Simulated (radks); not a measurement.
Charge is removed step by step from the 2p (averaged over the sub-levels emptied) level of the chlorine ion Cl+, starting from [Ne] 3s2 3p4. Calculated with a radial shooting solver on a logarithmic mesh with Libxc functionals: Dirac Kohn-Sham, PBEsol, spin-unpolarised, spherical densities, point nucleus; open shells are shared between the two j in proportion to 2j + 1.

| removed (e) | E - E(0) (eV) | eigenvalue (eV) | E minus straight line (eV) |
|---|---|---|---|
| 0 | 0.000 | -204.22 | 0.000 |
| 0.25 | 52.282 | -214.08 | -3.802 |
| 0.5 | 107.06 | -224.18 | -5.110 |
| 0.75 | 164.39 | -234.52 | -3.862 |
| 1 | 224.34 | -245.09 | 0.000 |

Removing the whole electron costs 224.34 eV by Delta-SCF, against 204.22 eV from minus the eigenvalue at the starting occupation. Slater's transition state (half an electron removed) gives 224.18 eV. Integrating minus the eigenvalue over the occupation (Janak's theorem) gives 224.34 eV. The mean slope of the eigenvalue, de/dn, is 40.9 eV per electron.
